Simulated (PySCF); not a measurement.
Cd(Cl)(NH2) (CdClH2N), SMILES [NH2][Cd][Cl]. Atoms are numbered in the order given.

```xyz
5

Cd     0.2711    -0.0139     0.0000
Cl    -2.0253     0.0150     0.0000
N      2.2910     0.1483     0.0000
H      2.6900    -0.3121     0.8125
H      2.6900    -0.3121    -0.8125
```

The structure is a stationary point at B3LYP-D3(BJ)/def2-TZVP. The def2 effective core potentials stand for the cores of Cd; spin–orbit coupling is left out. The values are those of a single conformer.

Computed with TDDFT-LC-ωPBE/def2-SVPD (PySCF).

Vertical excitations. The molecule is in vacuum. State labels are in the subgroup Cs.

```csv
state,symmetry,energy (eV),λ (nm),f,main pairs
S1,A',5.43,228,0.077,HOMO→LUMO 88 %
S2,A",6.50,191,0.008,HOMO→LUMO+1 93 %
S3,A",6.67,186,0.035,HOMO−1→LUMO 87 %
S4,A',6.69,185,0.043,HOMO−2→LUMO 86 %
S5,A',7.08,175,0.051,HOMO→LUMO+2 85 %
S6,A',7.85,158,0.107,"HOMO−1→LUMO+1 50 %, HOMO−3→LUMO 38 %"
S7,A",7.91,157,0.003,HOMO−2→LUMO+1 94 %
S8,A',7.91,157,0.012,"HOMO→LUMO+3 52 %, HOMO→LUMO+4 26 %"
S9,A',8.08,153,0.145,"HOMO−2→LUMO+2 44 %, HOMO−1→LUMO+1 22 %, HOMO−3→LUMO 16 %"
S10,A',8.16,152,0.060,"HOMO−4→LUMO 70 %, HOMO−2→LUMO+2 12 %"
T1,A',4.58,271,0,HOMO→LUMO 90 %
T2,A',6.22,199,0,HOMO−2→LUMO 77 %
T3,A",6.25,198,0,HOMO−1→LUMO 83 %
T4,A",6.35,195,0,HOMO→LUMO+1 91 %
```
Triplets are in the Tamm–Dancoff approximation, which puts them higher than full response would, so one can lie above its singlet here.
